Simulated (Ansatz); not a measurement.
# 1,2-elimination

Start structure (CH7GeN, closed shell), relaxed at PBE0-D4/def2-TZVP:

Ge1  (-0.271, 0.097, 0.644)
N2  (1.466, -0.527, 0.703)
C3  (-0.819, 0.107, -1.223)
H4  (-0.194, 0.793, -1.797)
H5  (-0.440, 1.518, 1.244)
H6  (-1.101, -0.889, 1.487)
H7  (1.796, -0.722, 1.639)
H8  (2.136, 0.088, 0.261)
H9  (-0.717, -0.894, -1.642)
H10  (-1.858, 0.429, -1.317)
(Å)

The step: CH₇GeN ([CH3][GeH2][NH2]) → CH₄Ge ([CH2][GeH2]) + NH₃; bonds formed: N2–H4; bonds broken: Ge1–N2, C3–H4. Computed with Ansatz 0.2.0 (basis: def2-TZVPP and def2-QZVPP); correlated methods freeze the cores. Filled d shells of the heavier atoms are correlated. The def2 sets are not built for correlating such inner shells, so the correlated values are less sure here. Extrapolation: Hartree–Fock as exp(−7.88 √X), correlation as X^−2.97. Energies below are by CCSD(T) at an estimated basis limit (MP2 extrapolated from triple and quadruple zeta, plus CCSD(T) − MP2 in triple zeta).

Problem. What are the electronic barrier and the energy of the step, from the start structure to the end structure? (Judge from chemistry; the value comes from the calculation.)

Solution. Computed: Barrier 251.3 kJ/mol; step energy 198.6 kJ/mol (uphill); reverse barrier, their difference, 52.8 kJ/mol. Barrier and step energy count from the start structure, the reverse barrier from the end structure.

The saddle point: One imaginary mode of 1272i cm⁻¹.
```
  pair  start (Å)  saddle (Å)  end (Å)
 N2–H4       3.28        1.20     1.01
Ge1–N2       1.85        2.02     2.47
 C3–H4       1.09        1.65     3.31
```

Zero-point energy (harmonic, PBE0-D4): ZPE is 204.8 kJ/mol at the start and 191.5 kJ/mol at the saddle, so the barrier goes from 251.3 to 238.1 kJ/mol.

First-order rate constant out of the start structure at 498 K by transition-state theory, with harmonic vibrational free energies alone and no tunnelling: ΔA‡ = 244.1 kJ/mol, so k = (kB T/h) exp(−ΔA‡/kB T) ≈ 10^-13 s⁻¹ (an order of magnitude at best: rotation, the number of equivalent paths and anharmonicity are left out).

T1 diagnostic: at most 0.014.

Labels in which every atom is bracketed show which atoms are joined, not bond orders.

For scale, one of the runs: CCSD(T)/def2-TZVPP, 208 basis functions, launched by `ansatz run in.yaml --threads 4 --pin off --events-out ev --progress --plain --max-ram 9574MiB`. Time: 81 s of wall clock on 4 CPU threads of an Arm Neoverse V1; the host was shared. Peak host memory: 2.9 GiB.
